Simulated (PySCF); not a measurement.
# Name the molecule from its bond curve

A diatomic of charge -1 contains Sb. Its doublet curve at M06 in a triple-zeta basis (scalar-relativistic core potentials, PySCF), in eV from the separated fragments:

R (Å), E (eV) and a bar:
```
    1.492     -2.442 #############################
    1.562     -2.741 ##############
    1.631     -2.917 #####
    1.683     -2.986 #
    1.735     -3.014 
    1.787     -3.008 
    1.857     -2.960 ###
    1.943     -2.855 ########
    2.047     -2.687 #################
    2.186     -2.425 ##############################
```

The fit gives ωe = 1763 cm⁻¹ and the rotational constant Bₑ = 5.504 cm⁻¹.

Which atom is the partner?

The minimum lies at 1.751 Å, so the reduced mass is 16.8576 u Å² cm⁻¹/(Bₑ·Re²) = 0.9990 u. With Sb at 120.90 u the partner weighs about 1.0 u: H. The molecule is SbH⁻.

Spin–orbit coupling is left out. The highest Kohn–Sham level is positive in this anion. Much of that is self-interaction error, but it also means that the finite basis helps to hold the extra electron. The state is the lowest determinant that a PBE0 search found; another state may lie lower at other levels.
